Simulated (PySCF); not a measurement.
C4H12GeOSi.
InChI=1S/C4H12GeOSi/c1-4(2)5(3)6-7/h5H,1H2,2-3,7H3/t5-/m1/s1

Computed with TDDFT CAM-B3LYP/def2-SVPD, vertical, gas phase, core orbitals frozen in the response (PySCF). Geometry: PBE0-D3(BJ)/def2-SVP, one conformer, isolated molecule. The CAM-B3LYP/def2-SVPD calculation is non-relativistic and has no spin–orbit coupling, an omission that weighs most on germanium. Torsions of this conformer, `[CH2:1]=[C:2]([CH3:3])[Ge@@H:4]([CH3:5])[O:6][SiH3:7]`: C1–C2–Ge4–C5 0°, C2–Ge4–O6–Si7 -48°.

Each state is given a Gaussian of 0.5 eV full width at half maximum, with ε(max) = 2.175×10⁸ f / Δν̃ (Δν̃ the width in cm⁻¹). The width is an assumption, not a result. The curve ends short of the highest state used, and states not computed would add to its high-energy end.

(E (eV), ε (L mol⁻¹ cm⁻¹)): (5.61, 0), (5.68, 1), (5.74, 2), (5.81, 4), (5.87, 9), (5.94, 19), (6.01, 35), (6.07, 57), (6.14, 99), (6.20, 159), (6.27, 294), (6.34, 575), (6.40, 1034), (6.47, 1993), (6.53, 3317), (6.60, 5540), (6.66, 7962), (6.73, 11064), (6.80, 13875), (6.86, 15527), (6.93, 16120), (6.99, 15396), (7.06, 13377), (7.13, 10668), (7.19, 8288), (7.26, 5876), (7.32, 4296), (7.39, 3056), (7.46, 2392), (7.52, 2207)

(1) Where are the band maxima, and which computed states make them?

(2) On this curve, what absorbance would a 10⁻⁴ mol/L sample give at 193 nm over a 1 cm path?

(3) Coming from long wavelengths, where does ε first pass 100 L mol⁻¹ cm⁻¹?

Answers

(1) 179 nm (6.92 eV), ε about 16000, made up of S2 (88%) and S3 (11%) (ε in L mol⁻¹ cm⁻¹; maxima over ε = 5, shares over 10%). The states used: S1 6.36 eV (f 0.0024); S2 6.90 eV (f 0.265); S3 7.06 eV (f 0.040); S4 7.31 eV (f 0.0086); S5 7.38 eV (f 0.013); S6 7.74 eV (f 0.0040); S7 7.86 eV (f 0.038); S8 7.91 eV (f 0.014); S9 8.05 eV (f 0.021); S10 8.12 eV (f 0.046).

(2) 193 nm is 6.424 eV, where ε is about 1300 L mol⁻¹ cm⁻¹, so A = ε c l ≈ 0.13 (Beer–Lambert, with the gas-phase spectrum and the assumed width).

(3) At about 202 nm (6.14 eV), 0.22 eV below S1.

All these states lie below the vertical ionisation energy of 9.72 eV (ΔSCF).
